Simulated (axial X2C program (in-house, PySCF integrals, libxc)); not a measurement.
## Outer orbitals of SbSe⁻ at 2.445 Å, PBE0

All values were computed with an axial X2C code built on PySCF integrals. Spin-free means the one-electron spin-free X2C Hamiltonian; two-component (2c) means X2C with spin–orbit coupling and atomic mean-field two-electron Coulomb and Gaunt terms, so the difference of the two also holds small scalar two-electron terms. Basis: Sb dyall-acv3z [12s13p9d5f1g], Se dyall-acv3z [9s10p7d5f1g] (cores contracted in-house); Gaussian nuclei, density fitting, unrestricted open shells. Masses: Sb 120.904 u, Se 79.917 u.

The distance is close to the 2c PBE0 minimum; the highest filled and lowest empty levels are listed.

Spin-free orbitals, state M_S = 1, Λ = 0 (beyond evenly filled blocks: π+α, π-α) (Löwdin shares):

```json
{"symmetry": "σα", "occupied": "yes", "ε (eV)": "-30.82", "atomic character": "100% Sb d"}
{"symmetry": "δ-α", "occupied": "yes", "ε (eV)": "-30.81", "atomic character": "100% Sb d"}
{"symmetry": "δ+α", "occupied": "yes", "ε (eV)": "-30.81", "atomic character": "100% Sb d"}
{"symmetry": "π+α", "occupied": "yes", "ε (eV)": "-30.78", "atomic character": "100% Sb d"}
{"symmetry": "π-α", "occupied": "yes", "ε (eV)": "-30.78", "atomic character": "100% Sb d"}
{"symmetry": "σβ", "occupied": "yes", "ε (eV)": "-30.75", "atomic character": "100% Sb d"}
{"symmetry": "π-β", "occupied": "yes", "ε (eV)": "-30.68", "atomic character": "100% Sb d"}
{"symmetry": "π+β", "occupied": "yes", "ε (eV)": "-30.68", "atomic character": "100% Sb d"}
{"symmetry": "δ+β", "occupied": "yes", "ε (eV)": "-30.61", "atomic character": "100% Sb d"}
{"symmetry": "δ-β", "occupied": "yes", "ε (eV)": "-30.61", "atomic character": "100% Sb d"}
{"symmetry": "σα", "occupied": "yes", "ε (eV)": "-13.69", "atomic character": "67% Se s, 12% Sb s, 8% Sb p"}
{"symmetry": "σβ", "occupied": "yes", "ε (eV)": "-13.21", "atomic character": "67% Se s, 11% Sb s, 9% Sb p"}
{"symmetry": "σα", "occupied": "yes", "ε (eV)": "-9.10", "atomic character": "61% Sb s, 17% Se p, 11% Se s"}
{"symmetry": "σβ", "occupied": "yes", "ε (eV)": "-7.86", "atomic character": "59% Sb s, 20% Se p, 11% Se s"}
{"symmetry": "σα", "occupied": "yes", "ε (eV)": "-2.93", "atomic character": "50% Se p, 39% Sb p, 6% Sb s"}
{"symmetry": "σβ", "occupied": "yes", "ε (eV)": "-2.56", "atomic character": "47% Se p, 38% Sb p, 9% Sb s"}
{"symmetry": "π-α", "occupied": "yes", "ε (eV)": "-2.46", "atomic character": "57% Se p, 37% Sb p, 2% Sb d"}
{"symmetry": "π+α", "occupied": "yes", "ε (eV)": "-2.46", "atomic character": "57% Se p, 37% Sb p, 2% Sb d"}
{"symmetry": "π+β", "occupied": "yes", "ε (eV)": "-1.59", "atomic character": "68% Se p, 23% Sb p, 5% Sb d"}
{"symmetry": "π-β", "occupied": "yes", "ε (eV)": "-1.59", "atomic character": "68% Se p, 23% Sb p, 5% Sb d"}
{"symmetry": "π+α", "occupied": "yes", "ε (eV)": "-0.27", "atomic character": "49% Sb p, 29% Se p, 10% Sb d"}
{"symmetry": "π-α", "occupied": "yes", "ε (eV)": "-0.27", "atomic character": "49% Sb p, 29% Se p, 10% Sb d"}
{"symmetry": "π+β", "occupied": "no", "ε (eV)": "2.33", "atomic character": "62% Sb p, 16% Se p, 10% Se d"}
{"symmetry": "π-β", "occupied": "no", "ε (eV)": "2.33", "atomic character": "62% Sb p, 16% Se p, 10% Se d"}
{"symmetry": "σα", "occupied": "no", "ε (eV)": "2.86", "atomic character": "77% Sb p, 12% Se p, 4% Sb d"}
{"symmetry": "σβ", "occupied": "no", "ε (eV)": "3.06", "atomic character": "70% Sb p, 19% Se p, 5% Sb d"}
```

Spinors with spin–orbit coupling (state Ω = 1):

```json
{"ω": "5/2", "occupied": "yes", "ε (eV)": "-30.32", "atomic character": "100% Sb d", "λ mixture": "100% δ"}
{"ω": "1/2", "occupied": "yes", "ε (eV)": "-30.27", "atomic character": "100% Sb d", "λ mixture": "54% σ, 46% π"}
{"ω": "-1/2", "occupied": "yes", "ε (eV)": "-30.27", "atomic character": "100% Sb d", "λ mixture": "61% σ, 39% π"}
{"ω": "3/2", "occupied": "yes", "ε (eV)": "-30.25", "atomic character": "100% Sb d", "λ mixture": "75% π, 25% δ"}
{"ω": "-3/2", "occupied": "yes", "ε (eV)": "-30.21", "atomic character": "100% Sb d", "λ mixture": "83% π, 17% δ"}
{"ω": "-5/2", "occupied": "yes", "ε (eV)": "-30.12", "atomic character": "100% Sb d", "λ mixture": "100% δ"}
{"ω": "1/2", "occupied": "yes", "ε (eV)": "-13.70", "atomic character": "67% Se s, 12% Sb s, 8% Sb p", "λ mixture": "100% σ"}
{"ω": "-1/2", "occupied": "yes", "ε (eV)": "-13.23", "atomic character": "68% Se s, 11% Sb s, 9% Sb p", "λ mixture": "100% σ"}
{"ω": "1/2", "occupied": "yes", "ε (eV)": "-9.09", "atomic character": "61% Sb s, 17% Se p, 11% Se s", "λ mixture": "100% σ"}
{"ω": "-1/2", "occupied": "yes", "ε (eV)": "-7.86", "atomic character": "59% Sb s, 20% Se p, 11% Se s", "λ mixture": "100% σ"}
{"ω": "1/2", "occupied": "yes", "ε (eV)": "-2.94", "atomic character": "50% Se p, 39% Sb p, 6% Sb s", "λ mixture": "99% σ, 1% π"}
{"ω": "-1/2", "occupied": "yes", "ε (eV)": "-2.63", "atomic character": "48% Se p, 44% Sb p, 3% Sb s", "λ mixture": "67% π, 33% σ"}
{"ω": "-1/2", "occupied": "yes", "ε (eV)": "-2.57", "atomic character": "55% Se p, 33% Sb p, 6% Sb s", "λ mixture": "66% σ, 34% π"}
{"ω": "3/2", "occupied": "yes", "ε (eV)": "-2.32", "atomic character": "59% Se p, 35% Sb p, 2% Sb d", "λ mixture": "100% π"}
{"ω": "1/2", "occupied": "yes", "ε (eV)": "-1.72", "atomic character": "67% Se p, 24% Sb p, 4% Sb d", "λ mixture": "100% π"}
{"ω": "-3/2", "occupied": "yes", "ε (eV)": "-1.49", "atomic character": "68% Se p, 22% Sb p, 5% Sb d", "λ mixture": "100% π"}
{"ω": "-1/2", "occupied": "yes", "ε (eV)": "-0.42", "atomic character": "47% Sb p, 30% Se p, 9% Sb d", "λ mixture": "99% π, 1% σ"}
{"ω": "3/2", "occupied": "yes", "ε (eV)": "-0.10", "atomic character": "50% Sb p, 27% Se p, 10% Sb d", "λ mixture": "100% π"}
{"ω": "1/2", "occupied": "no", "ε (eV)": "2.20", "atomic character": "60% Sb p, 17% Se p, 10% Se d", "λ mixture": "99% π, 1% σ"}
{"ω": "-3/2", "occupied": "no", "ε (eV)": "2.46", "atomic character": "62% Sb p, 15% Se p, 10% Se d", "λ mixture": "100% π"}
{"ω": "1/2", "occupied": "no", "ε (eV)": "2.87", "atomic character": "77% Sb p, 10% Se p, 6% Sb s", "λ mixture": "100% σ"}
{"ω": "-1/2", "occupied": "no", "ε (eV)": "3.08", "atomic character": "75% Sb p, 16% Se p, 5% Sb d", "λ mixture": "100% σ"}
```

Task: How does the gap between the highest filled and lowest empty level change from the spin-free to the 2c table?

Result: From 2.60 to 2.30 eV at PBE0, a change of -0.30 eV.

Mulliken charges and populations of the two-component result (they depend on the basis, above all on diffuse functions):

Sb -0.17 e (s 9.86 p 21.18 d 20.10 f 0.03), Se -0.83 e (s 8.01 p 16.73 d 10.08 f 0.01). ⟨Lz⟩ = 0.00 ħ and ⟨Sz⟩ = 1.00 ħ (0.79 and 0.20 on the two atoms), which add up to Ω.

Occupations by symmetry block were frozen at the best pattern of an incomplete PBE0 search. Density functionals use the spin component along the axis (collinear). Other states lie close and PBE0, whose exact exchange favours high spin, may order them wrongly; the determinant shown need not be the ground state. The nearest other spin-free determinant of the search, M_S = 0, Λ = 2, lies 0.55 eV up at the distance of the search. With several unpaired electrons one determinant need not be a pure state. Open-shell Ω = 0 determinants with evenly filled partner blocks cannot be reached by this program, so the Ω shown need not be the lowest component. This is the Ω = 1 component of a π² triplet; the 0⁺ component is not one determinant and can lie lowest. The highest occupied level of some functionals is positive through self-interaction error; at Hartree–Fock it is bound.
